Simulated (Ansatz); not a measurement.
Consider the redistribution: `[O]=[W](=[O])([OH])[F]` + `O=C=[N][Al]([Cl])[Cl]` → `[O]=[W](=[O])([OH])[Cl]` + `O=C=[N][Al]([F])[Cl]`.

Calculated with Ansatz (gas phase, PBE0-D4/def2-TZVP geometries, no zero-point term in ΔE). CCSD(T)/CBS adds triple-zeta CCSD(T) − MP2 to the extrapolated MP2 energy (def2 sets, frozen cores). Functionals use def2-TZVPP. B3LYP here is the variant with VWN-RPA as its local correlation; programs differ in this. HSE06 is defined as in plane-wave codes. Elements past krypton have def2 core potentials. For W outer-core shells are correlated without core-valence functions, which leaves a few kJ/mol of doubt a bond. One conformer a species, not always the lowest.

```json
{"level": "LDA (SPW92)", "ΔE (kJ/mol)": "-19.0", "difference from CCSD(T)/CBS": "9.4"}
{"level": "PBE-D4", "ΔE (kJ/mol)": "-17.1", "difference from CCSD(T)/CBS": "11.3"}
{"level": "revPBE-D4", "ΔE (kJ/mol)": "-16.3", "difference from CCSD(T)/CBS": "12.1"}
{"level": "BLYP-D4", "ΔE (kJ/mol)": "-20.3", "difference from CCSD(T)/CBS": "8.1"}
{"level": "r2SCAN-D4", "ΔE (kJ/mol)": "-17.6", "difference from CCSD(T)/CBS": "10.8"}
{"level": "B97M-V", "ΔE (kJ/mol)": "-16.8", "difference from CCSD(T)/CBS": "11.6"}
{"level": "PBE0-D4", "ΔE (kJ/mol)": "-18.2", "difference from CCSD(T)/CBS": "10.2"}
{"level": "B3LYP-D4", "ΔE (kJ/mol)": "-21.0", "difference from CCSD(T)/CBS": "7.4"}
{"level": "r2SCAN0-D4", "ΔE (kJ/mol)": "-19.4", "difference from CCSD(T)/CBS": "9.0"}
{"level": "HSE06-D4", "ΔE (kJ/mol)": "-18.2", "difference from CCSD(T)/CBS": "10.2"}
{"level": "BHLYP-D4", "ΔE (kJ/mol)": "-21.6", "difference from CCSD(T)/CBS": "6.8"}
{"level": "CAM-B3LYP-D4", "ΔE (kJ/mol)": "-17.6", "difference from CCSD(T)/CBS": "10.8"}
{"level": "ωB97X-V", "ΔE (kJ/mol)": "-13.7", "difference from CCSD(T)/CBS": "14.7"}
{"level": "B2PLYP", "ΔE (kJ/mol)": "-26.6", "difference from CCSD(T)/CBS": "1.8"}
{"level": "PBE-QIDH", "ΔE (kJ/mol)": "-26.0", "difference from CCSD(T)/CBS": "2.4"}
{"level": "PBE", "ΔE (kJ/mol)": "-16.6", "difference from CCSD(T)/CBS": "11.8"}
{"level": "BLYP", "ΔE (kJ/mol)": "-19.3", "difference from CCSD(T)/CBS": "9.1"}
{"level": "r2SCAN", "ΔE (kJ/mol)": "-17.6", "difference from CCSD(T)/CBS": "10.8"}
{"level": "PBE0", "ΔE (kJ/mol)": "-17.8", "difference from CCSD(T)/CBS": "10.6"}
{"level": "B3LYP", "ΔE (kJ/mol)": "-20.2", "difference from CCSD(T)/CBS": "8.2"}
{"level": "r2SCAN0", "ΔE (kJ/mol)": "-19.4", "difference from CCSD(T)/CBS": "9.0"}
{"level": "HSE06", "ΔE (kJ/mol)": "-17.8", "difference from CCSD(T)/CBS": "10.6"}
{"level": "BHLYP", "ΔE (kJ/mol)": "-20.4", "difference from CCSD(T)/CBS": "8.0"}
{"level": "CAM-B3LYP", "ΔE (kJ/mol)": "-17.3", "difference from CCSD(T)/CBS": "11.1"}
{"level": "LC-ωPBE", "ΔE (kJ/mol)": "-10.5", "difference from CCSD(T)/CBS": "17.9"}
{"level": "RPA@PBE/def2-TZVPP", "ΔE (kJ/mol)": "-26.1", "difference from CCSD(T)/CBS": "2.3"}
{"level": "HF/def2-SVP", "ΔE (kJ/mol)": "-7.9", "difference from CCSD(T)/CBS": "20.5"}
{"level": "MP2/def2-SVP", "ΔE (kJ/mol)": "-27.5", "difference from CCSD(T)/CBS": "0.9"}
{"level": "CCSD/def2-SVP", "ΔE (kJ/mol)": "-16.1", "difference from CCSD(T)/CBS": "12.3"}
{"level": "CCSD(T)/def2-SVP", "ΔE (kJ/mol)": "-17.6", "difference from CCSD(T)/CBS": "10.8"}
{"level": "HF/def2-TZVPP", "ΔE (kJ/mol)": "-15.3", "difference from CCSD(T)/CBS": "13.1"}
{"level": "MP2/def2-TZVPP", "ΔE (kJ/mol)": "-39.1", "difference from CCSD(T)/CBS": "-10.7"}
{"level": "CCSD/def2-TZVPP", "ΔE (kJ/mol)": "-24.9", "difference from CCSD(T)/CBS": "3.5"}
{"level": "CCSD(T)/def2-TZVPP", "ΔE (kJ/mol)": "-27.5", "difference from CCSD(T)/CBS": "0.9"}
{"level": "HF/def2-QZVPP", "ΔE (kJ/mol)": "-17.4", "difference from CCSD(T)/CBS": "11.0"}
{"level": "MP2/def2-QZVPP", "ΔE (kJ/mol)": "-40.3", "difference from CCSD(T)/CBS": "-11.9"}
{"level": "SCS-MP2/def2-QZVPP", "ΔE (kJ/mol)": "-35.2", "difference from CCSD(T)/CBS": "-6.8"}
{"level": "HF/CBS(def2)", "ΔE (kJ/mol)": "-17.7", "difference from CCSD(T)/CBS": "10.7"}
{"level": "MP2/CBS(def2)", "ΔE (kJ/mol)": "-40.0", "difference from CCSD(T)/CBS": "-11.6"}
{"level": "CCSD/CBS(def2)", "ΔE (kJ/mol)": "-25.8", "difference from CCSD(T)/CBS": "2.6"}
{"level": "CCSD(T)/CBS", "ΔE (kJ/mol)": "-28.4", "difference from CCSD(T)/CBS": "0"}
```

Largest T1 diagnostic among the species: 0.023, so the coupled-cluster value is less sure than usual.

Leaving LDA and LC-ωPBE aside and taking each functional with its dispersion term where it has one, the values spread over 13.0 kJ/mol, from B2PLYP to ωB97X-V. At CCSD(T), def2-SVP lies +10.8 kJ/mol from the extrapolated value and def2-TZVPP +0.9 kJ/mol.
